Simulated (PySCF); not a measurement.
## GaBr₂: from structure and modes to constants

Method: PySCF, UPBE0, basis Ga def2-TZVP, Br def2-TZVP (no relativity, density fitting).

The doublet minimum has C2v symmetry. Masses (u): Ga 68.92558, Br 78.91834.

```xyz
3
charge 0 multiplicity 2, angstrom
Ga   -0.2257   -0.7731    0.0000
Br    0.0986    0.3376    2.0052
Br    0.0986    0.3376   -2.0052
```

Harmonic wavenumbers (cm⁻¹): 79.1 (a1, ×1), 252.5 (a1, ×1), 315.2 (b2, ×1).

Find the principal moments of inertia and the rotational constants. What kind of rotor is it?

About the centre of mass I = 64.227, 634.65, 698.88 u Å². With B = 16.8576/I this gives 0.2625, 0.02656, 0.02412 cm⁻¹. The molecule is an asymmetric top with κ = -0.98.

What is the harmonic zero-point energy?

Half the sum of all 3 wavenumbers, 647/2 = 323 cm⁻¹, which is 3.9 kJ/mol (1 cm⁻¹ = 0.0119627 kJ/mol).

Find the vibrational entropy and heat capacity at 298.15 K.

With u = 1.43878 ω/T, each mode gives S = R[u/(eᵘ−1) − ln(1−e⁻ᵘ)] and C = R u² eᵘ/(eᵘ−1)².
```
ω (cm⁻¹)      u  S (J/(mol K))  C (J/(mol K))
    79.1  0.382          16.37           8.21
   252.5  1.218           7.17           7.36
   315.2  1.521           5.59           6.88
```
The sums over all modes are S = 29.1 and C = 22.5 J/(mol K); the softest mode gives 56 % of the entropy.

Give the standard entropy (298.15 K, 1 bar) by its translational, rotational, vibrational and spin parts, and Cp.

Sackur–Tetrode with M = 226.76 u gives 176.5; rotation with symmetry number 2 gives 114.1; vibration 29.1; spin R ln 2 = 5.8. The total is 325.5 J/(mol K), and Cp = 4 R + 22.5 = 55.7 J/(mol K).

Other isomers or separated fragments may lie lower.
